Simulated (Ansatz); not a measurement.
Start from `C=CCF` and change one atom or group to get `C=CC[SiH3]`.

Ansatz, PBE0-D4/def2-TZVP geometries, multiplicity 1. Each molecule was computed in one conformer, which needn't be the lowest.

```tsv
property	`C=CCF`
HOMO–LUMO gap (B3LYP/def2-TZVPP) / eV	7.39
HOMO–LUMO gap (PBE/def2-TZVPP) / eV	5.66
HOMO energy (B3LYP/def2-TZVPP) / eV	-7.46
HOMO energy (ωB97M-V/def2-TZVPP) / eV	-9.95
size of the dipole moment (B3LYP/def2-TZVPP) / D	1.70
size of the dipole moment (ωB97M-V/def2-TZVPP) / D	1.69
```

Question: Give the same properties after the change, and the shifts. (Estimate.)

Answer: The calculation gave: 
| property | `C=CC[SiH3]` | shift |
| --- | --- | --- |
| HOMO–LUMO gap (B3LYP/def2-TZVPP) / eV | 6.88 | -0.51 |
| HOMO–LUMO gap (PBE/def2-TZVPP) / eV | 5.23 | -0.43 |
| HOMO energy (B3LYP/def2-TZVPP) / eV | -6.99 | 0.47 |
| HOMO energy (ωB97M-V/def2-TZVPP) / eV | -9.41 | 0.54 |
| size of the dipole moment (B3LYP/def2-TZVPP) / D | 0.57 | -1.13 |
| size of the dipole moment (ωB97M-V/def2-TZVPP) / D | 0.57 | -1.12 |

With PBE0 the HOMO rises by 0.48 eV and the LUMO falls by 0.07 eV, so the gap narrows by about 0.55 eV. PBE moves the HOMO by 0.40 eV and ωB97M-V by 0.54 eV. The zero-point energy changes by 57.3 kJ/mol with +9 modes. Dipoles are sizes alone; their direction can turn.

B3LYP here is the variant with VWN-RPA as its local correlation; programs differ in this.
